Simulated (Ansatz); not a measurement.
## A basis-limit estimate, worked out

An elementary step of Si2H5F3, closed shell (Si₂H₃F₃ ([F][Si]([F])([F])[SiH3]) + H₂ → SiHF₃ ([F][SiH]([F])[F]) + SiH₄; bonds formed: Si1–H7, Si2–H6; bonds broken: Si1–Si2, H6–H7). “Start” is the structure reached by relaxing down from the saddle towards the reactants; PBE0-D4/def2-TZVP structures. The saddle:

| atom | x (Å) | y (Å) | z (Å) |
| --- | --- | --- | --- |
| Si1 | -0.6629 | -1.0270 | -0.3527 |
| Si2 | 0.4426 | 1.2331 | 0.1907 |
| F3 | 0.0789 | -2.0389 | -1.3188 |
| F4 | -1.3398 | -1.8632 | 0.8091 |
| F5 | -1.8668 | -0.4355 | -1.2039 |
| H6 | 1.4788 | 0.1506 | 0.9656 |
| H7 | 0.8260 | -0.5153 | 0.5938 |
| H8 | -0.3675 | 1.0081 | 1.4169 |
| H9 | 1.2227 | 0.8000 | -0.9985 |
| H10 | 0.1881 | 2.6883 | -0.1024 |

Ansatz 0.2.0; basis: def2-TZVPP and def2-QZVPP; cores frozen in the correlated methods.

Energies in eV:

| quantity | saddle | start |
| --- | --- | --- |
| Hartree–Fock, triple zeta (X = 3) | -23926.67621 | -23930.64878 |
| Hartree–Fock, quadruple zeta (X = 4) | -23927.59433 | -23931.57406 |
| MP2 correlation, X = 3 | -28.56525 | -27.66690 |
| MP2 correlation, X = 4 | -31.14853 | -30.22693 |
| CCSD(T) correlation, X = 3 | -30.33408 | -29.44650 |

(1) Work out the barrier at the basis limit: extrapolate Hartree–Fock as E(X) = E∞ + A exp(−7.88 √X) and the MP2 correlation as E(X) = E∞ + B X^−2.97 (the exponents that Neese and Valeev fitted for def2-TZVPP and QZVPP), then add CCSD(T) − MP2 in triple zeta.

T1 diagnostic: at most 0.014.

Results:

(1) Each step is linear, so take the differences first (saddle − start): Hartree–Fock 3.97257 (X = 3) and 3.97973 (X = 4); MP2 correlation -0.89835 and -0.92160; CCSD(T) correlation -0.88758.
Two points give E∞ = E(4) + w [E(4) − E(3)], with w = 1/(exp(7.88 (2 − √3)) − 1) = 0.1377 for Hartree–Fock and w = 1/((4/3)^2.97 − 1) = 0.7407 for the correlation.
Hartree–Fock: 3.97973 + 0.1377 × 0.00716 = 3.9807 eV.
MP2 correlation: -0.92160 + 0.7407 × (-0.02325) = -0.9388 eV.
CCSD(T) − MP2: -0.88758 − (-0.89835) = 0.0108 eV.
Sum: 3.9807 + (-0.9388) + 0.0108 = 3.0527 eV, or 70.40 kcal/mol. Plain CCSD(T) in triple zeta gives 3.0850 eV, so the larger basis shifts the result by -0.0323 eV.

Labels in which every atom is bracketed show which atoms are joined, not bond orders.

For scale, one of the runs: CCSD(T)/def2-TZVPP, 247 basis functions, launched by `ansatz run in.yaml --threads 8 --pin off --events-out ev --progress --plain --max-ram 19148MiB`. The run took 21 s on 8 CPU threads of an Intel Xeon 6975P-C (shared host), with 5.7 GiB of host memory at its peak.
